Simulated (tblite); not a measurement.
Compound: C4H9NSi.
Atom-mapped SMILES: `[CH:1]#[C:2][C@@H:3]([CH3:4])[NH:5][SiH3:6]` (hydrogens: H7 on C1; H8 on C3; H9, H10, H11 on C4; H12 on N5; H13, H14, H15 on Si6)

Geometry (GFN2-xTB, Å), atoms numbered from 1 in this order:
```
atom  x, y, z in Å
C1    -1.3353    2.2226   -0.5705
C2    -0.9639    1.1888   -0.0947
C3    -0.4614   -0.0911    0.3912
C4    -1.5728   -1.1447    0.3381
N5     0.6895   -0.5327   -0.3722
Si6    2.3015   -0.0473   -0.0300
H7    -1.6727    3.1380   -0.9576
H8    -0.1309    0.0396    1.4288
H9    -2.4106   -0.8446    0.9628
H10   -1.9260   -1.2636   -0.6847
H11   -1.1874   -2.0984    0.6901
H12    0.4407   -0.7049   -1.3356
H13    2.5333   -0.4132    1.3692
H14    3.1053   -0.8275   -0.9676
H15    2.5864    1.3869   -0.1893
```

Computed values, GFN2-xTB/tblite, gas phase, harmonic and unscaled. The method is semi-empirical: single wavenumbers can be off by several per cent or more. Modes of hydrogen on silicon can be 10 to 20 % off. One conformer, not necessarily the lowest.

Harmonic wavenumbers (cm⁻¹): 53.0, 112.2, 162.8, 181.7, 200.5, 241.4, 337.4, 464.3, 492.1, 527.2, 570.7, 601.6, 660.2, 673.8, 750.6, 804.8, 824.1, 841.0, 884.8, 1005.1, 1066.6, 1089.3, 1157.3, 1234.1, 1278.6, 1371.1, 1396.0, 1485.7, 1491.4, 2184.5, 2245.3, 2276.9, 2280.5, 2907.3, 3028.4, 3040.5, 3042.6, 3387.2, 3437.3.

A = 4130, B = 1844, C = 1366 MHz; mass 99.050 u (most abundant isotopes); point group C1, symmetry number 1.

Problem. Zero-point energy?

Solution. ½Σν̃ = 24895 cm⁻¹ = 297.81 kJ/mol.

Problem. Give the ideal-gas entropy at 350 K and 1 bar in the rigid-rotor, harmonic-oscillator model (classical rotation).

Solution. Translation 169.50, rotation 118.42, vibration 114.56: S = 402.5 J/(mol K).

Problem. And Cp and H(350 K) − H(0)?

Solution. Cp = 157.30 J/(mol K), of which vibrations give 124.04 (their classical limit is 39 R = 324.3); H(350 K) − H(0) = 33.38 kJ/mol without the zero-point energy, 21.74 from vibrations.

Problem. What must be added to the electronic energy to get the Gibbs energy at 350 K and 1 bar?

Solution. ZPE + [H(350 K) − H(0)] − T·S = 297.81 + 33.38 − 140.87 = 190.32 kJ/mol.

Problem. How do the functions run with temperature in this model?

Solution. 
```tsv
T (K)	S (J/(mol K))	Cp (J/(mol K))	H − H(0) (kJ/mol)	G − H(0) (kJ/mol)	ln q(vib)
50	231.2	48.1	1.94	-9.62	0.30
100	271.2	68.8	4.88	-22.24	1.13
298.15	378.6	140.5	25.65	-87.24	5.20
373.15	412.8	164.3	37.10	-116.93	6.80
500	465.7	197.2	60.12	-172.71	9.49
750	554.9	242.7	115.53	-300.65	14.53
1000	629.2	273.1	180.24	-448.92	19.16
```

q(vib) and H(0) count from the zero-point level.

Hindered rotation and anharmonicity are outside this model. Other conformers, if any are populated, would add a mixing term that is left out. The structure is chiral; the term R ln 2 for an equal mix with its mirror image is left out.

The run took 1.2 s on Intel Xeon at 2.50 GHz, one thread, shared host. This covers the Hessian and the dipole derivatives.
